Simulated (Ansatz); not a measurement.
C4H5, charge -1, singlet, at a GFN2-xTB geometry (a gas-phase anion, which may not be bound at this level); Ansatz (a quantum-chemistry and plane-wave program) with CASSCF(4,5)/6-31G.

The Ansatz input:
Ansatz 0.2 input:
```yaml
crystal:
  periodic: [false, false, false]
  atoms:
    - {symbol: C, position_ang: [-0.02533349, -0.75783853, 0.94342053]}
    - {symbol: C, position_ang: [-0.00802865, 0.60486190, 0.84022569]}
    - {symbol: C, position_ang: [0.00230685, -0.80474510, -0.64553953]}
    - {symbol: C, position_ang: [0.01991368, 0.73726238, -0.65092230]}
    - {symbol: H, position_ang: [-0.01158461, 1.42895093, 1.56860418]}
    - {symbol: H, position_ang: [-0.88380700, -1.24413323, -1.13304446]}
    - {symbol: H, position_ang: [0.89493994, -1.26433309, -1.10150643]}
    - {symbol: H, position_ang: [0.92355016, 1.19102984, -1.11280146]}
    - {symbol: H, position_ang: [-0.85624889, 1.21124164, -1.14435815]}
basis:
  gaussian:
    orbitals: 6-31G
hamiltonian:
  xc: hf
total_charge: -1
magnetization: {spin_polarized: false}
correlation: {active_space: {window: {electrons: 4, orbitals: 5}}}
```

What the program printed (banner, timings and long lists left out):

```
Functional definition: HF
668 factors; integrals over basis functions are off by at most 2.4e-4 eV
mean field evaluation 1: about -4192.3529 eV, gradient 2.3e1 eV
mean field evaluation 2: about -4192.3546 eV, gradient 2.3e1 eV
mean field evaluation 4: about -4194.3271 eV, gradient 2.9e0 eV
mean field evaluation 8: about -4194.3747 eV, gradient 1.3e-4 eV
mean field -4194.37429927 eV, -154.1404124492 hartree, gradient 2.5e-6 eV, S^2 0.000000; 0 other end points of the search recorded, 0 dependent functions left out
reference -4194.37429927 eV, -154.1404124492 hartree; 15, 15 occupied and 31, 31 virtual orbitals, 668 factors
state -4195.82037916 eV, -154.1935549050 hartree
the orbitals are reached from a further start. From the first start the search ends at -4195.62382339 eV, -154.1863316136 hartree
Total energy: -4195.82037916 eV, -154.1935549050 hartree
```
